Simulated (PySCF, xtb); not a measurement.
C2H9GeN, SMILES C[CH2][GeH2][NH2].

GFN2-xTB in xtb 6.7.1 at its own geometry gives an orbital gap of 8.05 eV and a dipole moment of 1.25 D.

Geometry optimised at B3LYP-D3(BJ)/def2-SVP. One conformer was computed; it need not be the lowest.

Question: What does r2SCAN/def2-TZVP (PySCF) give? (The exact figures need the calculation; the answer reports its results.)

Answer: gap 6.32 eV (levels -6.01 and 0.31 eV), dipole 0.71 D.
